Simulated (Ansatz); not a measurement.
Two shapes of singlet CuNH3(+).

Shape 1:

```xyz
5

N     0.0000    0.0000   -1.4161
H     0.9449    0.0000   -1.8120
H    -0.4725    0.8183   -1.8120
H    -0.4725   -0.8183   -1.8120
Cu    0.0000    0.0000    0.5293
```

Shape 2:

```xyz
5

N     0.0159    0.0010   -1.3687
H     0.9606    0.0254   -1.7719
H    -0.4543    0.7736   -1.7992
H    -0.4830   -0.7785   -1.7837
Cu    0.0276    0.0350    0.5518
```

Basis set: cc-pVTZ (spherical functions). Correlated methods keep 6 orbitals frozen. Charge 1, multiplicity 1.

Computed with Ansatz (development build ahead of 0.2.0); each method stands on the lowest determinant of its kind that the runs found.

Q: Which shape is lower in energy, and by how much in each method?

A:

| method | E(2) − E(1) (eV) |
| --- | --- |
| RHF | 0.044 |
| RHF-MP2 | 0.026 |

Shape 1 is lower.
